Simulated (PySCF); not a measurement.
## Spin-rotation constants: `C/C=C/COCC1=CCC=CO1`, C10H14O2

Geometry:
| atom | x (Å) | y (Å) | z (Å) |
| --- | --- | --- | --- |
| C1 | 4.680 | 0.639 | 0.210 |
| C2 | 3.288 | 0.237 | -0.142 |
| C3 | 2.495 | -0.481 | 0.634 |
| C4 | 1.099 | -0.895 | 0.280 |
| O5 | 0.758 | -0.445 | -1.010 |
| C6 | -0.506 | -0.873 | -1.459 |
| C7 | -1.658 | -0.228 | -0.725 |
| C8 | -2.340 | -0.806 | 0.256 |
| C9 | -3.473 | -0.132 | 0.980 |
| C10 | -3.622 | 1.271 | 0.462 |
| C11 | -2.874 | 1.740 | -0.523 |
| O12 | -1.901 | 1.044 | -1.176 |
| H13 | 5.379 | 0.259 | -0.535 |
| H14 | 4.767 | 1.725 | 0.217 |
| H15 | 4.965 | 0.256 | 1.188 |
| H16 | 2.923 | 0.564 | -1.105 |
| H17 | 2.823 | -0.827 | 1.606 |
| H18 | 0.397 | -0.493 | 1.030 |
| H19 | 1.024 | -1.997 | 0.324 |
| H20 | -0.592 | -1.967 | -1.379 |
| H21 | -0.545 | -0.577 | -2.510 |
| H22 | -2.093 | -1.813 | 0.556 |
| H23 | -3.281 | -0.124 | 2.061 |
| H24 | -4.406 | -0.694 | 0.832 |
| H25 | -4.367 | 1.901 | 0.920 |
| H26 | -2.961 | 2.741 | -0.919 |

Computed, not measured: GIAO B3LYP/pcSseg-1 magnetisability, rotational g tensor and spin-rotation constants, non-relativistic, gas phase (PySCF). Geometry: GFN2-xTB.

Q: Give the nuclear spin-rotation constants along the inertial axes (H = +C I·J) beside the isotropic shieldings.

A: Rotational constants 2.0962, 0.3851, 0.3784 GHz. A star marks the isotopologue with that one atom substituted, in its own axes.
| atom | isotope | Caa (kHz) | Cbb (kHz) | Ccc (kHz) | mean (kHz) | σ (ppm) |
| --- | --- | --- | --- | --- | --- | --- |
| H13 | 1H | -0.087 | -0.042 | -0.013 | -0.047 | 29.9 |
| H14 | 1H | -0.225 | 0.009 | -0.038 | -0.085 | 29.9 |
| H15 | 1H | -0.190 | -0.028 | -0.009 | -0.076 | 30.1 |
| H16 | 1H | -0.157 | -0.020 | 0.009 | -0.056 | 25.7 |
| H17 | 1H | -0.157 | -0.024 | 0.006 | -0.058 | 26.2 |
| H18 | 1H | -0.026 | -0.041 | -0.006 | -0.025 | 27.2 |
| H19 | 1H | -0.199 | 0.016 | -0.039 | -0.074 | 28.3 |
| H20 | 1H | -0.234 | 0.021 | -0.037 | -0.084 | 28.1 |
| H21 | 1H | -0.228 | -0.025 | 0.012 | -0.080 | 27.3 |
| H22 | 1H | -0.201 | 0.028 | -0.045 | -0.073 | 27.2 |
| H23 | 1H | -0.214 | -0.037 | 0.013 | -0.080 | 28.7 |
| H24 | 1H | -0.010 | -0.023 | -0.037 | -0.024 | 28.7 |
| H25 | 1H | -0.009 | -0.030 | -0.022 | -0.021 | 27.2 |
| H26 | 1H | -0.212 | 0.037 | -0.041 | -0.072 | 25.4 |
| C1 | 13C* | 0.296 | 0.063 | 0.060 | 0.140 | 159.5 |
| C2 | 13C* | 0.824 | 0.095 | 0.125 | 0.348 | 49.5 |
| C3 | 13C* | 0.787 | 0.100 | 0.130 | 0.339 | 48.3 |
| C4 | 13C* | 0.549 | 0.086 | 0.082 | 0.239 | 108.1 |
| O5 | 17O* | -0.187 | -0.030 | -0.040 | -0.086 | 286.4 |
| C6 | 13C* | 0.454 | 0.096 | 0.097 | 0.215 | 103.2 |
| C7 | 13C* | 0.769 | 0.163 | 0.109 | 0.347 | 25.9 |
| C8 | 13C* | 0.582 | 0.146 | 0.079 | 0.269 | 72.5 |
| C9 | 13C* | 0.333 | 0.068 | 0.058 | 0.153 | 155.0 |
| C10 | 13C* | 0.603 | 0.132 | 0.083 | 0.273 | 75.8 |
| C11 | 13C* | 0.682 | 0.171 | 0.104 | 0.319 | 32.0 |
| O12 | 17O* | -0.372 | -0.098 | -0.058 | -0.176 | 158.5 |

For the geometry as given, no vibrational averaging.
